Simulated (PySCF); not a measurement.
Compound: C2H3Cl3OSi.
Bonds: O1–C2 (double), C2–Si3, Si3–C4, C4–Cl5, C4–Cl6, C4–Cl7. Hydrogens: H8 on C2; H9, H10 on Si3.

Method: PySCF, PBE0-D3(BJ)/def2-SVP geometry optimisation, gas phase; density fitting, grid level 1; the optimiser is geomeTRIC in internal coordinates, started from a GFN2-xTB structure with every atom displaced at random (about 0.01 Å).

Step 0: E = -49576.7292 eV
```
atom  x, y, z in Å  |  force x, y, z in eV/Å
O1     -1.3184   -0.3305    0.1409   -3.212   0.222  -0.660
C2     -0.1662   -0.3366    0.3529    2.613  -0.001   0.437
Si3     0.9698    1.1688   -0.0179    1.411  -0.743   1.097
C4      2.8144    0.5105    0.3137   -1.097   0.096  -0.185
Cl5     2.9334   -0.0075    2.0018   -0.072  -0.045   0.398
Cl6     3.0752   -0.9027   -0.7306   -0.026  -0.230  -0.272
Cl7     4.0192    1.7325   -0.0266    0.298   0.455  -0.125
H8      0.3129   -1.2368    0.7846    0.406  -0.464   0.267
H9      0.9201    1.5734   -1.3905   -0.160   0.396  -1.077
H10     0.7586    2.2492    0.9582   -0.161   0.315   0.120
```

Step 1: E = -49576.8718 eV
```
atom  x, y, z in Å  |  force x, y, z in eV/Å
O1     -1.3570   -0.2086    0.2468    0.602  -0.046   0.010
C2     -0.1617   -0.3692    0.3561   -0.515   0.010   0.028
Si3     1.0331    1.1011   -0.0111   -0.018   0.398   0.054
C4      2.8269    0.5263    0.3369    0.086   0.073  -0.072
Cl5     2.9500    0.0174    2.0426   -0.040   0.020  -0.082
Cl6     3.0777   -0.8768   -0.7332    0.132  -0.178  -0.060
Cl7     4.0419    1.7841   -0.0157   -0.226  -0.117   0.050
H8      0.2603   -1.3568    0.6873   -0.020   0.006  -0.026
H9      0.9094    1.5639   -1.4240    0.054  -0.147   0.029
H10     0.7384    2.2388    0.9009   -0.055  -0.019   0.066
```

Step 2: E = -49576.8865 eV
```
atom  x, y, z in Å  |  force x, y, z in eV/Å
O1     -1.3390   -0.1844    0.2335    0.061  -0.113   0.040
C2     -0.1544   -0.3666    0.3660   -0.080   0.141  -0.078
Si3     1.0312    1.1097   -0.0021    0.042   0.146   0.077
C4      2.8224    0.5186    0.3266    0.059  -0.010  -0.087
Cl5     2.9425    0.0149    2.0308   -0.021  -0.023   0.022
Cl6     3.1034   -0.8923   -0.7376    0.025   0.006   0.024
Cl7     4.0138    1.7890   -0.0195   -0.049  -0.010  -0.004
H8      0.2562   -1.3598    0.6923   -0.040  -0.017   0.010
H9      0.9159    1.5482   -1.4192    0.001  -0.077  -0.017
H10     0.7269    2.2429    0.9158    0.002  -0.043   0.012
```

Task: Estimate the geometry and energy of step 3. (The exact step hangs on the optimiser's Hessian estimate; all steps are aligned on step 2, rigid shifts and turns removed.)

Result: E = -49576.8879 eV, largest force 0.192 eV/Å
```
atom  x, y, z in Å  |  force x, y, z in eV/Å
O1     -1.3492   -0.2119    0.2385   -0.101   0.144  -0.044
C2     -0.1606   -0.3499    0.3648    0.034  -0.186   0.030
Si3     1.0345    1.1215    0.0024   -0.041   0.054   0.006
C4      2.8230    0.5138    0.3205   -0.023  -0.088  -0.059
Cl5     2.9341    0.0070    2.0244    0.004  -0.022   0.058
Cl6     3.1193   -0.8990   -0.7402   -0.026   0.083   0.046
Cl7     4.0031    1.7902   -0.0196    0.029   0.039  -0.014
H8      0.2588   -1.3393    0.6913    0.095  -0.008   0.017
H9      0.9251    1.5376   -1.4201   -0.008  -0.006  -0.034
H10     0.7310    2.2503    0.9245    0.037  -0.011  -0.006
```

The energy changes by -0.0014 eV. The first-order estimate −F·Δx gives -0.0096 eV and the mean of the old and new forces, exact on a quadratic surface, -0.0015 eV. The step makes an angle of 56° with the force vector and moves no atom by more than 0.030 Å.

What follows is the cost of the whole optimisation. The run took 95 s on one thread of an Arm Neoverse N1, no GPU, shared host with 64 logical CPUs at a one-minute load of 62, and the process peaked at 0.55 GiB of memory.
